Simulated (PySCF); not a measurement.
A geometry optimisation, as run on [CrF4]2- (`[F][Cr-2]([F])([F])[F]`) [quintet].

Computed with PySCF, PBE0-D3(BJ)/def2-SVP geometry optimisation, gas phase.

Input of the driver that calls PySCF (job settings, then Cartesian coordinates in Å, the GFN2-xTB start):

```
{"job": {"xc": "PBE0", "basis": "def2-SVP", "d3": "d3bj", "grid": 1, "maxiter": 40, "kind": "geom"}, "charge": -2, "multiplicity": 5}
Cr     0.0010    -0.0006    -0.0004
F      0.5908    -1.0172     1.6242
F      1.7306     1.0121     0.0036
F     -0.5773     0.9917    -1.6430
F     -1.7452    -0.9860     0.0156
```

Output:

```
step   0  E = -1442.86105359  max force = 0.012300
step   1  E = -1442.86468098  max force = 0.002929
step   2  E = -1442.86495652  max force = 0.001073
step   3  E = -1442.86500566  max force = 0.000944
step   4  E = -1442.86525264  max force = 0.001483
step   5  E = -1442.86104652  max force = 0.013574
step   6  E = -1442.86420409  max force = 0.007319
step   7  E = -1442.86494778  max force = 0.004470
step   8  E = -1442.86530879  max force = 0.000498
step   9  E = -1442.86531320  max force = 0.000186
optimisation converged
```

Energies are in Eh and forces in Eh/bohr. The run used 87 basis functions and 103 SCF iterations in all.

The run took 39 s of wall time on an Arm Neoverse V2 with one thread, no GPU, on a shared host.

How much energy does the optimisation gain, and how much of it in the first step?

2.7 kcal/mol (116 meV) from step 0 to step 9; the first step changes the energy by -2.3 kcal/mol. The largest force component goes from 0.0123 to 0.00019 Eh/bohr.

Final geometry (Å):

```
atom  x, y, z in Å
Cr1    0.0007   -0.0007   -0.0005
F2    -0.4785   -1.1540    1.4842
F3     1.8785   -0.2395    0.4250
F4     0.4771    1.1226   -1.5089
F5    -1.8778    0.2715   -0.3998
```

Stationary, but not proved a minimum. After the best overlay, start and end differ by 0.06 Å (root mean square over atoms). The end geometry stands in another orientation or position than the input. The ion is multiply charged and computed without counter-ions or solvent.

Bond lengths before and after (atoms numbered from 1 in input order):

```tsv
bond	start (Å)	end (Å)	change (Å)
Cr1–F2	2.005	1.940	-0.065
Cr1–F3	2.004	1.940	-0.064
Cr1–F4	2.004	1.940	-0.064
Cr1–F5	2.005	1.940	-0.065
```

Neither the SCF state along the optimisation nor the shape of the open-shell metal species was proved the lowest: other solutions of the same spin, or a structure of lower symmetry, can lie below.
